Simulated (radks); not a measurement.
Ionisation of neutral zirconium, [Kr] 4d2 5s2, to [Kr] 4d2 5s1 as the strength of local exchange is varied. Method: scalar-relativistic Kohn-Sham, Slater X-alpha exchange (alpha = 2/3 is LDA exchange), no correlation, spin-polarised, spherical densities, point nucleus; open shells are filled with parallel spins first (spin-orbit coupling, left out, can overturn this in heavy ions); computed with a radial shooting solver on a logarithmic mesh with Libxc functionals.

alpha,E(Zr) (hartree),exchange (hartree),IE (eV),-e of the level emptied (eV),<r> of it (bohr)
0.61,-3581.93765,-96.96027,5.169,2.967 (5s),4.015
0.667,-3591.02208,-106.27980,5.374,3.188 (5s),3.967
0.715,-3598.68933,-114.16189,5.554,3.383 (5s),3.926
0.716,-3598.84923,-114.32643,5.558,3.387 (5s),3.926
0.754,-3604.93055,-120.58898,5.704,3.547 (5s),3.893

NIST Atomic Spectra Database: 6.634 eV (measured). The central value is not met in this range of alpha. Open shells are spherical and high-spin; term and fine-structure splittings are not resolved.
